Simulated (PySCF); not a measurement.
# Ga₂O: adding exact exchange

Base calculation in PySCF with density fitting and no spin–orbit coupling, PBE/def2-TZVP (no relativity): singlet, D∞h, O–Ga 1.826 Å (×2); wavenumbers 56 (×2), 280, 797 cm⁻¹; gap between the highest occupied and lowest empty levels 3.59 eV, polar-tensor charge of O -1.18 e, atomisation energy (no zero-point energy) 925 kJ/mol.

Problem. What changes on going to PBE0/def2-TZVP (no relativity)?

Solution. The point group stays the same. Changes: mean bond to O -0.025 Å, highest wavenumber +51 cm⁻¹, lowest wavenumber +10 cm⁻¹, gap between the highest occupied and lowest empty levels +1.67 eV, polar-tensor charge of O -0.06 e, atomisation energy (no zero-point energy) -50 kJ/mol. The new structure has O–Ga 1.801 Å (×2), with wavenumbers 66 (×2), 298, 848 cm⁻¹. Exact exchange shortens and stiffens the bonds and opens the gap, the usual pattern.

Only the bonding shown was studied: isomers, or loss of a ligand pair, can lie lower.
